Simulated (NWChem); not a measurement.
The numbers come from NWChem runs, not from measurements. System: C2H6B, charge 1, spin multiplicity 1, at the geometry of a parent with another charge or spin, in a state set for the comparison that need not be this species' ground state. Level: RHF/def2-SVPD.

Input file:

```
start mol
memory heap 200 mb stack 900 mb global 1100 mb
charge 1
geometry units angstroms nocenter noautoz
  C      0.000691     1.403598     0.099028
  B      0.000000     0.000000    -0.559967
  C     -0.000691    -1.403598     0.099028
  H      1.073669     1.671948     0.181237
  H     -0.466499     2.198194    -0.501444
  H     -0.408375     1.423159     1.125953
  H      0.408375    -1.423159     1.125953
  H      0.466499    -2.198194    -0.501444
  H     -1.073669    -1.671948     0.181237
  symmetry group C2
end
basis spherical
  * library def2-svpd
end
scf
  rhf
  nopen 0
  maxiter 100
  thresh 1e-7
  semidirect memsize 60000000 filesize 0
end
task scf energy
```

NWChem printed:

```
             Northwest Computational Chemistry Package (NWChem) 7.3.0
             --------------------------------------------------------

                                NWChem Input Module
                                -------------------

 Scaling coordinates for geometry "geometry" by  1.889725989
 (inverse scale =  0.529177249)

 Turning off AUTOSYM since
 SYMMETRY directive was detected!

                             Geometry "geometry" -> ""
                             -------------------------

 Output coordinates in angstroms (scale by  1.889725989 to convert to a.u.)

  No.       Tag          Charge          X              Y              Z
 ---- ---------------- ---------- -------------- -------------- --------------
    1 C                    6.0000     0.00069100     1.40359800     0.09902800
    2 B                    5.0000     0.00000000     0.00000000    -0.55996700
    3 C                    6.0000    -0.00069100    -1.40359800     0.09902800
    4 H                    1.0000     1.07366900     1.67194800     0.18123700
    5 H                    1.0000    -0.46649900     2.19819400    -0.50144400
    6 H                    1.0000    -0.40837500     1.42315900     1.12595300
    7 H                    1.0000     0.40837500    -1.42315900     1.12595300
    8 H                    1.0000     0.46649900    -2.19819400    -0.50144400
    9 H                    1.0000    -1.07366900    -1.67194800     0.18123700

 Effective nuclear repulsion energy (a.u.)      60.5371437310

            Nuclear Dipole moment (a.u.)
            ----------------------------
        X                 Y               Z
 ---------------- ---------------- ----------------
     0.0000000000     0.0000000000    -0.0000132281

      Symmetry information
      --------------------

 Group name             C2
 Group number              4
 Group order               2
 No. of unique centers     5

      Symmetry unique atoms

     1    2    4    5    6


 Summary of "ao basis" -> "" (spherical)
 ------------------------------------------------------------------------------
       Tag                 Description            Shells   Functions and Types
[...]
    46      0.321775  3 C  py                69      0.196453  5 H  s
    93     -0.196453  8 H  s                  9      0.176326  1 C  py
    49      0.176326  3 C  py

 Vector   12  Occ=0.000000D+00  E=-2.123610D-01  Symmetry=a
              MO Center=  9.3D-15,  1.4D-14, -9.9D-01, r^2= 2.5D+00
   Bfn.  Coefficient  Atom+Function         Bfn.  Coefficient  Atom+Function
  ----- ------------  ---------------      ----- ------------  ---------------
    27      0.471438  2 B  pz                24      0.446925  2 B  s
    23      0.396317  2 B  s                 30     -0.343159  2 B  pz
     4     -0.163766  1 C  s                 44     -0.163766  3 C  s
    78      0.155827  6 H  s                 86      0.155827  7 H  s

 Vector   13  Occ=0.000000D+00  E=-1.447655D-01  Symmetry=b
              MO Center=  2.7D-13, -2.1D-13, -5.6D-01, r^2= 2.7D+00
   Bfn.  Coefficient  Atom+Function         Bfn.  Coefficient  Atom+Function
  ----- ------------  ---------------      ----- ------------  ---------------
    28      0.583324  2 B  px                25     -0.527574  2 B  px
    62     -0.180680  4 H  s                102      0.180680  9 H  s
    78      0.168825  6 H  s                 86     -0.168825  7 H  s
    61     -0.152357  4 H  s                101      0.152357  9 H  s

 Vector   14  Occ=0.000000D+00  E=-7.403039D-02  Symmetry=a
              MO Center=  1.3D-14, -1.4D-15, -8.9D-01, r^2= 9.8D+00
   Bfn.  Coefficient  Atom+Function         Bfn.  Coefficient  Atom+Function
  ----- ------------  ---------------      ----- ------------  ---------------
    24      3.472006  2 B  s                 23     -1.073325  2 B  s
    70     -0.831529  5 H  s                 94     -0.831529  8 H  s
     4     -0.796788  1 C  s                 44     -0.796788  3 C  s
    40     -0.443096  2 B  d  2              38     -0.433695  2 B  d  0
     3      0.374330  1 C  s                 43      0.374330  3 C  s

 center of mass
 --------------
 x =   0.00000000 y =   0.00000000 z =  -0.09960750

 moments of inertia (a.u.)
 ------------------
         262.261383053005          -1.439812957988          -0.000000000000
          -1.439812957988          34.997138679393           0.000000000000
          -0.000000000000           0.000000000000         249.393280846742

  Mulliken analysis of the total density
  --------------------------------------

    Atom       Charge   Shell Charges
 -----------   ------   -------------------------------------------------------
    1 C    6     6.28   1.99  0.86  0.05  0.05  2.06  1.22  0.02  0.03
    2 B    5     4.38   1.99  1.01 -0.01  0.01  1.10  0.14  0.07  0.07
    3 C    6     6.28   1.99  0.86  0.05  0.05  2.06  1.22  0.02  0.03
    4 H    1     0.85   0.71  0.04  0.03  0.08
    5 H    1     0.86   0.71  0.06  0.03  0.06
    6 H    1     0.82   0.70  0.02  0.03  0.07
    7 H    1     0.82   0.70  0.02  0.03  0.07
    8 H    1     0.86   0.71  0.06  0.03  0.06
    9 H    1     0.85   0.71  0.04  0.03  0.08

       Multipole analysis of the density wrt the origin
       ------------------------------------------------

     L   x y z        total         open         nuclear
     -   - - -        -----         ----         -------
     0   0 0 0      1.000000      0.000000     23.000000

     1   1 0 0      0.000000      0.000000      0.000000
     1   0 1 0      0.000000      0.000000      0.000000
     1   0 0 1     -0.609849      0.000000     -0.000013

     2   2 0 0    -12.256888      0.000000     10.978590
     2   1 1 0      0.192090      0.000000      1.387717
     2   1 0 1      0.000000      0.000000      0.000000
     2   0 2 0     -7.904442      0.000000    153.365589
     2   0 1 1      0.000000      0.000000      0.000000
     2   0 0 2    -10.190876      0.000000     17.104041

 Task  times  cpu:        2.4s     wall:        2.4s

 Total times  cpu:        2.4s     wall:        2.4s
```
